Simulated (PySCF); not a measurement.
A species of formula C2H6OSi has this rotational fingerprint, computed with PBE0-D3(BJ)/def2-SVP geometry optimisation, gas phase (PySCF 2.14.0):

```
Rotational constants : A = 15267, B = 3762, C = 3131 MHz
Dipole components    : |μa| = 0.17 D, |μb| = 0.51 D, |μc| = 0.03 D
Inertial defect      : -6.00 u·Å²
κ                    : -0.90
```

Question: Which candidate fits, each taken in the one conformer that was computed?
A. `[CH2:1]=[CH:2][SiH2:3][OH:4]` with C1–C2–Si3–O4 9°, C2–Si3–O4–H 68°
B. `[CH3:1][SiH2:2][CH:3]=[O:4]` with C1–Si2–C3–O4 -1°
C. `[CH2:1]=[CH:2][O:3][SiH3:4]` with C1–C2–O3–Si4 -2°

Answer: C. It is C=CO[SiH3], an asymmetric top. The candidates at the same level (rigid rotor, commonest isotopes):

```csv
SMILES,A (MHz),B (MHz),C (MHz),μa (D),μb (D),μc (D),Δ (u·Å²),point group,rotor
C=C[SiH2]O,10796,4198,3167,1.03,0.29,1.28,-7.61,–,asymmetric top
C[SiH2]C=O,9833,4058,3029,1.44,1.00,0.00,-9.07,Cs,asymmetric top
C=CO[SiH3],15267,3762,3131,0.17,0.51,0.03,-6.00,–,asymmetric top
```

`C[SiH2]C=O` has A 36 % too low; `C=C[SiH2]O` has A 29 % too low. No structure here is proved a minimum.
